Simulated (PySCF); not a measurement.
## What the low excited states add to the polarisability

Compound: ZnCl2(NH3)2 (singlet state).
Cartesian coordinates in Å at the PBE0-D3(BJ)/def2-SVP level; atoms count from 1:
```
atom  x, y, z in Å
Zn1    0.6834    0.0072    0.4257
Cl2    0.0284   -0.0421    2.5329
Cl3    2.4987    0.1607   -0.8046
N4    -0.3394    1.7515   -0.2206
H5     0.1313    2.4952    0.2965
H6    -1.3278    1.8074    0.0217
H7    -0.2177    1.9555   -1.2122
N8    -0.2422   -1.8003   -0.2062
H9    -0.4235   -1.9364   -1.2001
H10   -1.1029   -1.9516    0.3203
H11    0.4098   -2.5326    0.0774
```

The calculation used PySCF 2.14.0, density-fitted response routines, TDDFT B3LYP/def2-SVPD, vertical, gas phase, core orbitals frozen in the response.

Excitation energies and transition dipoles (atomic units, axes of the coordinates) of those of the lowest 15 singlets that add 0.02 au or more to the mean polarisability:

```
state  ΔE (hartree)      μx      μy      μz
   S1        0.2034   0.116  -0.010  -0.225
   S2        0.2058  -0.322   0.004  -0.222
   S3        0.2062   0.493  -0.019   0.339
   S4        0.2099  -0.013  -0.795  -0.037
   S5        0.2356   0.011  -0.137   0.012
   S6        0.2361   0.042  -0.397   0.010
   S7        0.2394   0.068   0.035  -0.125
   S8        0.2415   0.003   0.023   0.141
   S9        0.2434  -0.303   0.001  -0.177
  S10        0.2442   0.315   0.019  -0.384
  S11        0.2587   0.173  -0.002   0.228
  S13        0.2629  -0.413   0.229   0.561
  S14        0.2633  -0.235  -0.380   0.343
  S15        0.2687  -0.099  -0.050   0.035
```

Question: What does each state add to αxx, αyy and αzz, and how do the sums compare with the full static tensor?

Answer: Each state adds 2 μα² / ΔE.

```tsv
state	αxx (au)	αyy (au)	αzz (au)
S1	0.13	0.00	0.50
S2	1.01	0.00	0.48
S3	2.36	0.00	1.11
S4	0.00	6.02	0.01
S5	0.00	0.16	0.00
S6	0.01	1.34	0.00
S7	0.04	0.01	0.13
S8	0.00	0.00	0.16
S9	0.76	0.00	0.26
S10	0.81	0.00	1.21
S11	0.23	0.00	0.40
S13	1.30	0.40	2.40
S14	0.42	1.09	0.89
S15	0.07	0.02	0.01
all 15 states	7.2	9.1	7.6
full response	76.4	75.7	80.6
share (%)	9	12	9
```

The rest comes from the higher roots of the same response equations.

Question: Give the full tensor and its principal values.

Answer: In au, rows and columns x, y, z:
```
x   76.4  0.5 -7.5
y    0.5 75.7 -0.6
z   -7.5 -0.6 80.6
```
Principal values 70.7, 75.7 and 86.4 au; mean 77.6 au (11.50 Å³).

Question: By how much does the contribution of these states grow at 632.8 nm?

Answer: With ω = 0.0720 hartree each state's term in the mean polarisability goes from f / ΔE² to f / (ΔE² − ω²), f = (2/3) ΔE |μ|²; the sum over all 15 states goes from 7.93 to 8.82 au, a rise of 0.89 au.
